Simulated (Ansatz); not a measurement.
Born–Oppenheimer molecular dynamics of AlH₄NO₂ (8 atoms, charge 0, multiplicity 1). It goes on from the last frame of an earlier run, with new velocities.

All numbers below come from RKS PBE0-D4/STO-3G (Ansatz).

| Item | Value |
| --- | --- |
| ensemble | NVT, Nosé–Hoover chain |
| time step | 0.25 fs |
| steps asked | 250 |
| set temperature | 500 K |
| thermostat | time constant 300 fs, chain length 5 |
| seed | 642666 |

First frame:

```xyz
8
Properties=species:S:1:pos:R:3
Al 0.502 -0.478 0.341
N -0.013 -0.023 1.908
H -0.712 0.801 1.903
H 0.637 0.231 2.724
O 1.922 -1.172 0.064
H 1.616 -1.390 -0.905
O -0.446 -0.467 -0.972
H -1.361 -0.163 -0.972
```

Question: How far do the bonds stretch over the last three quarters of this one trajectory? (Pairs bonded in most of those frames.)

Answer: 
```
  bond  mean (Å)  spread (Å)  shortest  longest
Al1–N2     1.773       0.088      1.62     1.89
Al1–O5     1.707       0.054      1.65     1.80
Al1–O7     1.705       0.038      1.67     1.78
 N2–H3     1.041       0.027      0.99     1.10
 N2–H4     1.047       0.048      0.96     1.12
 O5–H6     1.020       0.025      0.97     1.06
 O7–H8     1.017       0.029      0.97     1.06
```

Mean temperature of the second half: 845 K. The conserved energy stayed within 0.12 meV per atom of its start (net change 0.021 meV per atom), so the integration is sound. The mean temperature of the second half is 69 % above the set value. A run of 0.062 ps of so small a system gives no equilibrium averages. Limits of this set-up: minimal basis.

The run took 5.5 min on 1 thread of Arm Neoverse V1, with other jobs on the host, peak memory 0.085 GiB.
